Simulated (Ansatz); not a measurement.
`Oc1cc2c3ccccc3c3c4ccccc4c4ccccc4c3c2c2ccccc12` with charge -1. Charge -1, multiplicity 2. Geometry PBE-D4/def2-SVP, that of the neutral singlet; atoms count from 1.

```csv
atom,x (Å),y (Å),z (Å)
O1,-1.6290,-1.9413,-4.8401
C2,-1.2212,-1.4112,-3.6558
C3,-2.0624,-0.7128,-2.8116
C4,-1.6235,-0.2276,-1.5420
C5,-2.5186,0.5257,-0.6731
C6,-3.8986,0.6758,-0.9663
C7,-4.7527,1.3948,-0.1362
C8,-4.2487,1.9664,1.0502
C9,-2.8983,1.8428,1.3609
C10,-1.9903,1.1542,0.5059
C11,-0.6069,0.9164,0.8879
C12,0.0952,1.6672,1.9268
C13,-0.2342,3.0183,2.2269
C14,0.4964,3.7602,3.1527
C15,1.5961,3.1773,3.8135
C16,1.9684,1.8711,3.5039
C17,1.2480,1.0989,2.5602
C18,1.6436,-0.2591,2.2043
C19,2.5327,-1.0223,3.0025
C20,2.8706,-2.3304,2.6654
C21,2.2992,-2.9257,1.5211
C22,1.4307,-2.1944,0.7172
C23,1.1028,-0.8428,1.0158
C24,0.0969,-0.1198,0.2354
C25,-0.2952,-0.4932,-1.1136
C26,0.6493,-1.0228,-2.0885
C27,2.0630,-0.9642,-1.9117
C28,2.9391,-1.4792,-2.8589
C29,2.4486,-2.0806,-4.0427
C30,1.0820,-2.0926,-4.2860
C31,0.1753,-1.5405,-3.3414
H32,-2.5826,-1.7666,-4.9449
H33,-3.0984,-0.5382,-3.1373
H34,-4.3174,0.1970,-1.8616
H35,-5.8191,1.4883,-0.3917
H36,-4.9229,2.4890,1.7455
H37,-2.5379,2.2372,2.3190
H38,-1.0451,3.5089,1.6731
H39,0.2268,4.8101,3.3436
H40,2.1799,3.7590,4.5429
H41,2.8620,1.4420,3.9787
H42,2.9384,-0.5862,3.9263
H43,3.5550,-2.9052,3.3076
H44,2.5215,-3.9741,1.2712
H45,0.9631,-2.6776,-0.1504
H46,2.4716,-0.4840,-1.0142
H47,4.0239,-1.4059,-2.6877
H48,3.1474,-2.5029,-4.7806
H49,0.6753,-2.4994,-5.2222
```

Single mean-field runs in def2-TZVP are fitted with def2-universal-jkfit. The highest occupied level of the charge -1 doublet lies above zero (up to 0.41 eV). By energy differences its removal costs 0.71 eV (vertical, to the charge 0 singlet, at PBE0-D4/def2-TZVP); self-interaction error and the lack of diffuse functions both raise the level.

(1) Estimate the Mulliken populations of the heavy atoms from the PBE0/def2-TZVP orbitals of Ansatz.

(2) Where does the spin sit?

(3) And the Mayer bond orders between bonded heavy atoms (over 0.3)?

Results:

(1) 
```tsv
atom	charge (e)	spin (α − β)
O1	-0.42	0.01
C2	0.20	0.09
C3	-0.37	-0.03
C4	0.07	0.07
C5	0.06	0.06
C6	-0.20	-0.03
C7	-0.16	0.12
C8	-0.13	-0.05
C9	-0.30	0.11
C10	0.10	-0.06
C11	-0.09	0.24
C12	0.15	-0.06
C13	-0.30	0.09
C14	-0.12	-0.04
C15	-0.15	0.08
C16	-0.21	-0.01
C17	0.05	0.04
C18	0.10	0.08
C19	-0.21	-0.04
C20	-0.15	0.11
C21	-0.14	-0.05
C22	-0.15	0.09
C23	-0.09	-0.06
C24	0.03	0.25
C25	0.21	-0.07
C26	-0.07	0.06
C27	-0.17	-0.03
C28	-0.13	0.05
C29	-0.10	-0.03
C30	-0.23	0.04
C31	0.07	-0.01
```
Mulliken values and Mayer orders depend strongly on the basis.

(2) Summed by element: O 0.01, C 1.01, H -0.02, of 1 unpaired in all. Largest on single atoms: C24 0.25, C11 0.24, C7 0.12.

(3) O1–C2 1.13 (1.36 Å); C2–C3 1.43 (1.38 Å); C2–C31 1.25 (1.44 Å); C3–C4 1.34 (1.43 Å); C4–C5 1.04 (1.46 Å); C4–C25 1.38 (1.42 Å); C5–C6 1.38 (1.42 Å); C5–C10 1.32 (1.44 Å); C6–C7 1.43 (1.39 Å); C7–C8 1.33 (1.41 Å); C8–C9 1.50 (1.39 Å); C9–C10 1.27 (1.42 Å); C10–C11 1.13 (1.45 Å); C11–C12 1.02 (1.46 Å); C11–C24 1.28 (1.41 Å); C12–C13 1.29 (1.42 Å); C12–C17 1.33 (1.43 Å); C13–C14 1.47 (1.39 Å); C14–C15 1.35 (1.41 Å); C15–C16 1.44 (1.39 Å); C16–C17 1.38 (1.42 Å); C17–C18 0.99 (1.46 Å); C18–C19 1.37 (1.42 Å); C18–C23 1.31 (1.43 Å); C19–C20 1.45 (1.39 Å); C20–C21 1.31 (1.41 Å); C21–C22 1.50 (1.39 Å); C22–C23 1.34 (1.42 Å); C23–C24 1.02 (1.46 Å); C24–C25 0.99 (1.45 Å); C25–C26 1.02 (1.46 Å); C26–C27 1.36 (1.43 Å); C26–C31 1.28 (1.44 Å); C27–C28 1.52 (1.39 Å); C28–C29 1.27 (1.42 Å); C29–C30 1.49 (1.39 Å); C30–C31 1.26 (1.42 Å).
